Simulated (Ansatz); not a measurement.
CH3NS, SMILES `N[C]S` (excited triplet; N–C–S–H torsion 65°) (charge 0, multiplicity 3). This triplet is an excited state, 1.85 eV above the relaxed singlet at the level frozen-core CCSD(T)/cc-pVTZ // PBE0-D3(BJ)/def2-TZVP (Ansatz, an electronic-structure program).

Cartesian coordinates (Å):
```xyz
6

N     -0.9224     0.1907     0.4595
C      0.1182    -0.6729     0.2687
S      1.6068    -0.4242    -0.4844
H     -1.5082    -0.0223     1.2537
H     -1.4713     0.4290    -0.3604
H      2.1770     0.4997     0.3398
```
Charge 0, spin multiplicity 3.

Frozen-core energies in 6-31g from Ansatz at a geometry from PBE0-D3(BJ)/def2-TZVP; the HF reference has <S^2> = 2.02 and the T1 diagnostic is 0.020.

```csv
level,energy (Ha),difference from CCSDT(Q) (mHa)
HF,-491.38795,249.90
MP2,-491.60094,36.91
CCSD,-491.63143,6.42
CCSD(T),-491.63660,1.25
CCSDT,-491.63735,0.50
CCSDT(Q),-491.63785,0.00
```
